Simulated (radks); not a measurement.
Question: The mean radii <r> (bohr) of the occupied orbitals of an atom or ion are listed with their occupations. All-electron calculation, Dirac Kohn-Sham, BLYP, spin-unpolarised, spherical densities, finite nucleus; Fermi nuclear charge, rms radius of each element as measured or else 0.836 A^(1/3) + 0.57 fm. Program: a radial shooting solver on a logarithmic mesh with Libxc functionals.

orbital  occ.      <r>
1s1/2       2  0.02037
2s1/2       2  0.08590
2p1/2       2  0.07147
2p3/2       4  0.07875
3s1/2       2   0.2249
3p1/2       2   0.2147
3p3/2       4   0.2284
3d3/2       4   0.2013
3d5/2       6   0.2055
4s1/2       2   0.5071
4p1/2       2   0.5157
4p3/2       4   0.5468
4d3/2       4   0.5734
4d5/2       6   0.5843
5s1/2       2    1.204
5p1/2       2    1.325
5p3/2       4    1.412
4f5/2       6   0.7235
4f7/2       4   0.7334

Name the element and its charge. Open shells, if any, fill j = l - 1/2 first.

Answer: Z = 68, erbium, charge +4: Er4+ in [Xe] 4f10. The 1s radius gives Z: for a bare nucleus <r> = (2 gamma + 1)/(2Z) with gamma = sqrt(1 - (Z/c)^2), 0.02012 bohr for Z = 68, and screening makes it slightly larger (0.02037 here). The occupations add up to 64, and the charge is Z minus that.
